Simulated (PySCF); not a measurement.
Series SiXY, Y = silyl, computed as singlets and as triplets. Isolated molecules, 0 K electronic values unless said otherwise. One relaxed conformer stands for each flexible species; it need not be the lowest. Strings in code marks are SMILES.

These are PySCF with PBE0-D3(BJ)/def2-TZVP values and carry that method's errors. 

| species | dipole moment (D) |
|---|---|
| X = ethynyl, multiplicity 3 (`[SiH3][Si]C#C` (excited triplet)) | 0.41 |
| X = mercapto, multiplicity 1 (`[SiH3][Si]S` (lower singlet; Si–Si–S–H torsion 180°)) | – |
| X = mercapto, multiplicity 3 (`[SiH3][Si]S` (excited triplet; Si–Si–S–H torsion 94°)) | – |
| X = H, multiplicity 3 (`[SiH][SiH3]` (excited triplet)) | 0.16 |
